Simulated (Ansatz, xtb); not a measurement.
**Two isomers of C7H7FO**

Structure a is `COc1ccc(F)cc1`, a singlet and structure b is `COc1cccc(F)c1`, a singlet. Both are isolated molecules in the gas phase, relaxed with PBE0-D3(BJ)/def2-SVP; the shapes shown needn't be the lowest conformers.

a (Å):

```xyz
16

C    -1.8173   -0.9787   -1.7760
C    -0.0238   -0.1661   -0.4662
C    -0.6146    1.0904   -0.2962
C     0.0370    2.0736    0.4516
C     1.2686    1.7981    1.0226
C     1.8704    0.5527    0.8630
C     1.2235   -0.4244    0.1202
F     1.8905    2.7389    1.7373
O    -0.5734   -1.1795   -1.1695
H    -2.0747   -1.9150   -2.2874
H    -2.6049   -0.7500   -1.0356
H    -1.7857   -0.1637   -2.5214
H    -1.5833    1.3207   -0.7400
H    -0.4103    3.0591    0.5938
H     2.8415    0.3642    1.3245
H     1.6684   -1.4106   -0.0236
```

b (Å):

```yaml
atoms:
  - { symbol: C, position_ang: [0.2622, -0.5859, -2.5541] }
  - { symbol: C, position_ang: [0.1868, -0.1755, -0.2263] }
  - { symbol: C, position_ang: [-0.3702, 0.5617, 0.8298] }
  - { symbol: C, position_ang: [0.0387, 0.3184, 2.1332] }
  - { symbol: C, position_ang: [1.0011, -0.6525, 2.4215] }
  - { symbol: C, position_ang: [1.5355, -1.3667, 1.3609] }
  - { symbol: C, position_ang: [1.1518, -1.1524, 0.0400] }
  - { symbol: F, position_ang: [2.4561, -2.3006, 1.6010] }
  - { symbol: O, position_ang: [-0.2599, 0.1175, -1.4617] }
  - { symbol: H, position_ang: [0.0575, -1.6687, -2.4805] }
  - { symbol: H, position_ang: [-0.2345, -0.1912, -3.4493] }
  - { symbol: H, position_ang: [1.3517, -0.4366, -2.6553] }
  - { symbol: H, position_ang: [-1.1208, 1.3175, 0.5947] }
  - { symbol: H, position_ang: [-0.3999, 0.8970, 2.9495] }
  - { symbol: H, position_ang: [1.3360, -0.8589, 3.4385] }
  - { symbol: H, position_ang: [1.6168, -1.7534, -0.7401] }
```

Quicker runs give these differences E(b) − E(a): GFN2-xTB −0.74 kcal/mol; HF/STO-3G −1.05 kcal/mol (at GFN2-xTB geometries); r2SCAN-D4/def2-SVP −1.62 kcal/mol (at GFN2-xTB geometries).

Question: Estimate E(b) − E(a) at the level CCSD(T)/def2-SVP + ΔMP2/def2-TZVPP.

Answer: CCSD(T)/def2-SVP + ΔMP2/def2-TZVPP gives E(b) − E(a) = −1.26 kcal/mol, slightly favouring structure b, which is too small a margin to settle the true order.

How the difference moves with the method:

```csv
level,geometry,E(b) − E(a) (kcal/mol),departure from the last row (kcal/mol),"job, with rough time for the two"
GFN2-xTB,GFN2-xTB,−0.74,+0.52,"optimisation, 0.12 s"
HF/STO-3G,GFN2-xTB,−1.05,+0.21,"single point, 0.78 s"
r2SCAN-D4/def2-SVP,GFN2-xTB,−1.62,−0.36,"single point, 10 s"
PBE0-D3(BJ)/def2-SVP,PBE0-D3(BJ)/def2-SVP,−1.50,−0.24,"optimisation, 60 s"
HF/def2-SVP,PBE0-D3(BJ)/def2-SVP,−1.97,−0.71,part of the CCSD(T) run
MP2/def2-SVP,PBE0-D3(BJ)/def2-SVP,−1.26,0.00,part of the CCSD(T) run
CCSD(T)/def2-SVP,PBE0-D3(BJ)/def2-SVP,−1.38,−0.12,single point
CCSD(T)/def2-SVP + ΔMP2/def2-TZVPP,PBE0-D3(BJ)/def2-SVP,−1.26,,"single point, 6.1 min"
```

As drawn, both hold the same kinds of bond in the same numbers.

The largest departure from CCSD(T)/def2-SVP + ΔMP2/def2-TZVPP is that of HF/def2-SVP, 0.71 kcal/mol. The last row adds to CCSD(T) the change of the MP2 difference between the two basis sets, here +0.12 kcal/mol.

With thermal terms from frequencies at re-optimised GFN2-xTB minima (ideal gas, soft modes damped towards free rotors, one conformer each, 298.15 K, 1 atm): the zero-point term adds +0.03 kcal/mol; ΔH is −1.24 and ΔG −1.22 kcal/mol.

The correlated steps freeze 9 core orbitals. Codes used: Ansatz 0.2.0, xtb 6.7.1; the last row on 2 threads of Arm Neoverse V2 on a shared host.
